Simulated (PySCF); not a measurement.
## TeBr₃⁺: from structure and modes to constants

Level of theory: PBE0 in PySCF with Te def2-SVP with ECP28, Br def2-SVP; scalar-relativistic core potentials, no spin–orbit coupling; density-fitted integrals.

The singlet minimum has C3v symmetry. Masses (u): Te 129.90622, Br 78.91834.

```xyz
4
charge 1 multiplicity 1, angstrom
Te    0.0000    0.7088   -0.1323
Br    0.0022    0.0122    2.2204
Br    1.8911   -0.5895   -1.0032
Br   -1.8933   -0.5888   -0.9995
```

Harmonic wavenumbers (cm⁻¹): 76.9 (e, ×2), 104.8 (a1, ×1), 274.0 (a1, ×1), 279.8 (e, ×2).

Q: Find the principal moments of inertia and the rotational constants. What kind of rotor is it?

A: About the centre of mass I = 669.67, 669.67, 1130.2 u Å². With B = 16.8576/I this gives 0.02517, 0.02517, 0.01492 cm⁻¹. The molecule is an oblate symmetric top.

Q: What is the harmonic zero-point energy?

A: Half the sum of all 6 wavenumbers, 1092/2 = 546 cm⁻¹, which is 6.5 kJ/mol (1 cm⁻¹ = 0.0119627 kJ/mol).

Q: Find the vibrational entropy and heat capacity at 298.15 K.

A: With u = 1.43878 ω/T, each mode gives S = R[u/(eᵘ−1) − ln(1−e⁻ᵘ)] and C = R u² eᵘ/(eᵘ−1)².
```json
{"ω (cm⁻¹)": "76.9 (×2)", "u": "0.371", "S (J/(mol K))": "16.60", "C (J/(mol K))": "8.22"}
{"ω (cm⁻¹)": "104.8", "u": "0.506", "S (J/(mol K))": "14.07", "C (J/(mol K))": "8.14"}
{"ω (cm⁻¹)": "274.0", "u": "1.322", "S (J/(mol K))": "6.57", "C (J/(mol K))": "7.20"}
{"ω (cm⁻¹)": "279.8 (×2)", "u": "1.350", "S (J/(mol K))": "6.42", "C (J/(mol K))": "7.16"}
```
The sums over all modes are S = 66.7 and C = 46.1 J/(mol K); the softest mode gives 25 % of the entropy (each member, where degenerate).

This need not be the most stable arrangement of these atoms.
